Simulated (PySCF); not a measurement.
A GIAO shielding run with PySCF (density fitting, non-relativistic, gas phase) on `O[Si@@H](OCC)SC`, C₃H₁₀O₂SSi:

```
$ OMP_NUM_THREADS=1 python probes_run.py task.json out

{"job": {"kind": "nmr", "xc": "PBE0", "basis": "pcSseg-1"}, "charge": 0, "multiplicity": 1}
C     -2.197384    -1.485741    -0.210103
C     -1.669185    -0.138629     0.252753
O     -0.333297     0.009149    -0.162499
Si     0.528892     1.361802    -0.260688
O     -0.310898     2.501551    -1.051783
S      2.287107     0.857224    -1.357022
C      2.820566    -0.622644    -0.445541
H     -2.155489    -1.548487    -1.294244
H     -3.226808    -1.608008     0.114883
H     -1.593582    -2.287558     0.207651
H     -2.267843     0.676501    -0.164081
H     -1.704373    -0.066064     1.345897
H      0.895656     1.860287     1.061356
H      0.132517     3.214475    -1.501747
H      3.127998    -0.336878     0.555289
H      1.999564    -1.329617    -0.406283
H      3.659562    -1.045333    -0.987841
```

Hardware: 1 thread of an Arm Neoverse N1, shared host. The job also computes population analyses, field gradients.

(1) How large is the calculation?

(2) How long does it take, and how much memory does it need?

Results:

(1) 74 electrons, 183 basis functions and 997 auxiliary functions.

(2) 66 s of wall time, with 14 SCF cycles and 4 response iterations; peak memory 0.75 GiB. Times on a shared host scatter by some tens of per cent.
